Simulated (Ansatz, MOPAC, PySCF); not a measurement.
Molecule: C$_{2}$H$_{9}$GeO (charge +1, singlet). SMILES: CC[OH+][GeH3]
Geometry: optimised at B3LYP-D3(BJ)/def2-TZVP (Ansatz, a quantum-chemistry and plane-wave program).

Unscaled harmonic wavenumbers (cm⁻¹) in rising order, each level at the stationary point that it reaches from this structure (no distance between atoms moves by over 0.3 Å); the order of modes can differ between levels, and a negative number is imaginary. B3LYP-D3(BJ)/def2-TZVP (PySCF, at the structure above): 53, 77, 144, 260, 281, 407, 529, 598, 616, 785, 825, 851, 860, 866, 986, 1095, 1149, 1277, 1338, 1418, 1428, 1485, 1495, 1514, 2200, 2235, 2245, 3043, 3087, 3106, 3127, 3154, 3730.

PM6 (MOPAC): 26, 41, 111, 160, 186, 281, 501, 507, 576, 761, 789, 791, 831, 861, 1029, 1065, 1128, 1166, 1195, 1207, 1255, 1270, 1311, 1383, 2291, 2292, 2358, 2413, 2639, 2645, 2678, 2691, 2773. Zero-point energy 58.9 against 66.1 kcal/mol; where all levels lie over 400 cm⁻¹, the wavenumbers are on average 0.918 times those of B3LYP-D3(BJ)/def2-TZVP.

HF/6-31G* with LANL2DZ past Ar (Ansatz): 44, 74, 168, 272, 295, 362, 556, 655, 659, 846, 880, 928, 938, 947, 1064, 1195, 1259, 1397, 1473, 1557, 1577, 1625, 1635, 1656, 2306, 2320, 2325, 3221, 3292, 3301, 3315, 3372, 4015. Zero-point energy 70.8 against 66.1 kcal/mol; where all levels lie over 400 cm⁻¹, the wavenumbers are on average 1.078 times those of B3LYP-D3(BJ)/def2-TZVP.

B3LYP/6-31G* with LANL2DZ past Ar (Ansatz): 58, 81, 149, 261, 278, 425, 528, 596, 613, 785, 827, 846, 858, 866, 993, 1106, 1156, 1290, 1354, 1433, 1447, 1511, 1519, 1534, 2173, 2202, 2211, 3063, 3111, 3130, 3155, 3183, 3693. Zero-point energy 66.4 against 66.1 kcal/mol; where all levels lie over 400 cm⁻¹, the wavenumbers are on average 1.003 times those of B3LYP-D3(BJ)/def2-TZVP.
